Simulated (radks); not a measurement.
The numbers below are computed, except where a source is named.
Q: The copper ion Cu24+, configuration 1s1 2s2 2p1 3d1 (not the ground configuration). Code: a radial shooting solver on a logarithmic mesh with Libxc functionals. Model: scalar-relativistic Kohn-Sham, AM05, spin-polarised, spherical densities, finite nucleus; open shells are filled with parallel spins first; Fermi nuclear charge, rms radius 3.8823 fm. Some entries of the table are withheld. Estimate them.

orbital,occ.,eigenvalue (eV),<r> (bohr),<1/r> (bohr^-1)
1s up,1,-10795.93,0.05126,29.54
1s down,0,-10635.24,0.05155,29.41
2s up,1,-2411.918,0.2127,7.062
2s down,1,-2381.666,0.2138,7.028
2p up,1,-2338.997,0.1807,6.974
2p down,0,-2304.954,0.1822,6.911
3s up,0,-1002.268,(1),2.991
3s down,0,-986.8984,(2),2.958
3p up,0,-977.1879,0.4710,2.954
3p down,0,-960.3486,0.4763,2.918
3d up,1,-944.7595,0.4048,2.898
3d down,0,-929.8409,0.4076,2.881
4d up,0,-519.0292,0.8269,1.596
4f up,0,-509.6655,0.7185,1.570

A: 
(1) 3s up <r> (bohr): 0.4982
(2) 3s down <r> (bohr): 0.5030
